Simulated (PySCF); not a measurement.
germylsilane (H$_{6}$GeSi), singlet, geometry from GFN2-xTB.

Input for PySCF:
```python
from pyscf import gto, scf, dft

mol = gto.Mole()
mol.atom = '''
    Si   -1.56704071    0.16693932    0.03758954
    Ge    0.74957058   -0.07985294   -0.01798040
    H    -2.14643979   -0.68810588    1.07390640
    H    -1.92532104    1.55570653    0.32693199
    H    -2.15072553   -0.20470937   -1.25157588
    H     1.24574300   -1.41299042   -0.49700975
    H     1.48093017    0.88627488   -0.90376928
    H     1.44812445    0.08196777    1.30063566
'''
mol.basis = '3-21g'
mol.verbose = 4
mol.build()

mf = dft.RKS(mol)
mf.xc = 'r2scan'
mf.kernel()
mf.analyze()
```

Problem. What does this run give for the HOMO energy, number of basis functions, total energy, HOMO-LUMO gap, nuclear repulsion energy?

Solution. 
* **HOMO energy**: -7.95 eV
* **number of basis functions**: 47
* **total energy**: -2358.3081 Eh
* **HOMO-LUMO gap**: 8.39 eV
* **nuclear repulsion energy**: 176.2206 Eh
